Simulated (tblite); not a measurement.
Species: C7H13FSSi.
Atom-mapped SMILES: `[CH3:1][C@:2]([SiH3:3])([C:4](=[S:5])[CH2:6][F:7])[CH:8]1[CH2:9][CH2:10]1` (hydrogens: H11, H12, H13 on C1; H14, H15, H16 on Si3; H17, H18 on C6; H19 on C8; H20, H21 on C9; H22, H23 on C10)

Geometry (GFN2-xTB, Å), atoms numbered from 1 in this order:
```
atom  x, y, z in Å
C1     0.448    0.649   -1.695
C2    -0.268    0.186   -0.427
Si3   -1.874   -0.773   -1.016
C4    -0.763    1.329    0.355
S5    -1.007    2.822   -0.270
C6    -1.056    1.171    1.820
F7    -1.666   -0.019    2.140
C8     0.555   -0.767    0.428
C9     1.921   -0.382    0.925
C10    1.768   -1.483   -0.081
H11    0.694   -0.193   -2.336
H12    1.361    1.187   -1.446
H13   -0.188    1.329   -2.257
H14   -1.364   -1.802   -1.922
H15   -2.717    0.191   -1.717
H16   -2.548   -1.370    0.128
H17   -0.117    1.204    2.389
H18   -1.718    1.970    2.165
H19   -0.040   -1.337    1.131
H20    2.342    0.555    0.592
H21    2.193   -0.638    1.939
H22    2.116   -1.302   -1.084
H23    1.924   -2.500    0.248
```

Level: GFN2-xTB in tblite, geometry and Hessian alike; calculated harmonic values, unscaled, isolated species. The method is semi-empirical: single wavenumbers can be off by several per cent or more. Modes of hydrogen on silicon can be 10 to 20 % off. One conformer, not necessarily the lowest.

Harmonic wavenumbers (cm⁻¹): 43.5, 45.3, 96.4, 113.9, 137.0, 159.9, 180.7, 225.0, 264.7, 273.9, 314.9, 336.4, 353.5, 425.2, 437.1, 514.9, 546.2, 566.4, 647.6, 744.2, 757.2, 768.0, 799.0, 800.5, 852.9, 874.7, 922.6, 981.7, 1007.9, 1021.0, 1038.4, 1069.7, 1072.3, 1074.4, 1093.7, 1123.1, 1152.9, 1162.6, 1191.8, 1210.0, 1257.6, 1294.1, 1321.3, 1377.3, 1412.3, 1421.4, 1441.7, 1487.7, 1500.1, 1503.5, 2278.7, 2308.3, 2346.0, 2905.4, 2970.0, 3011.8, 3036.5, 3044.5, 3048.2, 3082.9, 3086.8, 3097.2, 3122.8.

A = 1077, B = 794.4, C = 772.5 MHz; mass 176.049 u (most abundant isotopes); point group C1, symmetry number 1.

Problem. What is the zero-point energy?

Solution. ½Σν̃ = 38879 cm⁻¹ = 111.16 kcal/mol.

Problem. Give the ideal-gas entropy at 200 K and 1 bar in the rigid-rotor, harmonic-oscillator model (classical rotation).

Solution. Translation 39.45, rotation 29.37, vibration 26.28: S = 95.1 cal/(mol K).

Problem. And Cp and H(200 K) − H(0)?

Solution. Cp = 35.90 cal/(mol K), of which vibrations give 27.95 (their classical limit is 63 R = 125.2); H(200 K) − H(0) = 4.44 kcal/mol without the zero-point energy, 2.85 from vibrations.

Problem. What must be added to the electronic energy to get the Gibbs energy at 200 K and 1 bar?

Solution. ZPE + [H(200 K) − H(0)] − T·S = 111.16 + 4.44 − 19.02 = 96.58 kcal/mol.

Problem. Which modes carry the vibrational entropy at 200 K?

Solution. 43.5 cm⁻¹: 4.30; 45.3 cm⁻¹: 4.22; 96.4 cm⁻¹: 2.75; 113.9 cm⁻¹: 2.44; 137.0 cm⁻¹: 2.09; 159.9 cm⁻¹: 1.82 cal/(mol K); the other 57 give 8.65 together.

Hindered rotation and anharmonicity are outside this model. Other conformers, if any are populated, would add a mixing term that is left out. The structure is chiral; the term R ln 2 for an equal mix with its mirror image is left out.

The run took 1.4 s wall on an Arm Neoverse V1 with one thread, no GPU, shared host. The figure is for the frequency step alone.
